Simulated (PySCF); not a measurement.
How methods differ on the ionisation energy of Se

Se [Ar] 3d10 4s2 4p4 (3P) → Se+ [Ar] 3d10 4s2 4p3 (4S), as a difference of total energies. Computed with PySCF 2.14 in jorge-DZP-DKH (8s6p2d1f, 43 functions), with scalar relativity by spin-free X2C-1e. Correlated levels: valence: [Ar] 3d10 frozen. The calculations carry no spin-orbit coupling.

```
           method  ionisation energy (eV)
              UHF                   8.443
             BP86                   9.741
           M06-2X                   9.514
    MP2 (valence)                   8.599
SCS-MP2 (valence)                   8.611
   CCSD (valence)                   8.620
CCSD(T) (valence)                   8.623
```

Question: How much does correlation contribute at CCSD(T) (valence)?

Answer: 8.623 − (8.443) = 0.180 eV, measured against UHF.

Errors of the correlated levels include the incompleteness of this basis and the frozen core.

For comparison: 9.635 eV (measured; NIST levels, between the centres of gravity of the two terms).
